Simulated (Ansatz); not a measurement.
`[NH2][GeH2][O]` radical, charge 0, multiplicity 2.

(1) Give a relaxed structure at PBE0-D4/def2-TZVP (the Gaussian-basis code of Ansatz). (Best estimate.)

Results:

(1) Computed: 
Z-matrix (Å, degrees):
```
Ge
O 1 1.793
N 1 1.817 2 110.0
H 1 1.543 2 99.3 3 -121.8
H 1 1.535 2 110.1 3 118.1
H 3 1.008 1 116.8 2 143.4
H 3 1.008 1 118.3 2 -80.2
```
